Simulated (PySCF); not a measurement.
C2H8BNO. Atoms are numbered in the order given.

```xyz
13

B      0.0472     0.4799     0.0000
C     -0.6853     1.8814     0.0000
H     -1.3418     1.9677    -0.8826
H     -1.3418     1.9677     0.8826
H      0.0004     2.7436     0.0000
O     -0.7545    -0.6393     0.0000
C     -0.2261    -1.9392     0.0000
H      0.3943    -2.1359    -0.8955
H     -1.0583    -2.6598     0.0000
H      0.3943    -2.1359     0.8955
N      1.4569     0.3744     0.0000
H      1.9698    -0.4979     0.0000
H      2.0532     1.1911     0.0000
```

Geometry: B3LYP-D3(BJ)/def2-SVP. This is a generated structure with no PubChem entry under its InChIKey; it may be hypothetical. One conformer was computed; it need not be the lowest.

These are HF/pcSseg-1 in PySCF values and carry that method's errors.

GIAO shieldings, no solvent; atoms listed in one row are averaged. δ = σ(ref) − σ: ¹¹B against BF3 (σ = 102.7 ppm); ¹³C against TMS (σ = 192.6 ppm); ¹H against TMS (σ = 31.99 ppm); ¹⁷O against H2O (σ = 333.0 ppm); ¹⁵N against NH3 (σ = 267.3 ppm), references at their B3LYP-D3(BJ)/def2-TZVP geometries, non-relativistic.

Computed chemical shifts:
| nucleus | atoms | count | δ (ppm) |
|---|---|---|---|
| ¹¹B | B1 | 1 | 21.9 |
| ¹³C | C7 | 1 | 49.1 |
| ¹³C | C2 | 1 | 3.7 |
| ¹H | H8, H9, H10 | 3 | 3.63 |
| ¹H | H13 | 1 | 2.79 |
| ¹H | H12 | 1 | 2.67 |
| ¹H | H3, H4, H5 | 3 | 0.51 |
| ¹⁷O | O6 | 1 | 52.5 |
| ¹⁵N | N11 | 1 | 62.7 |
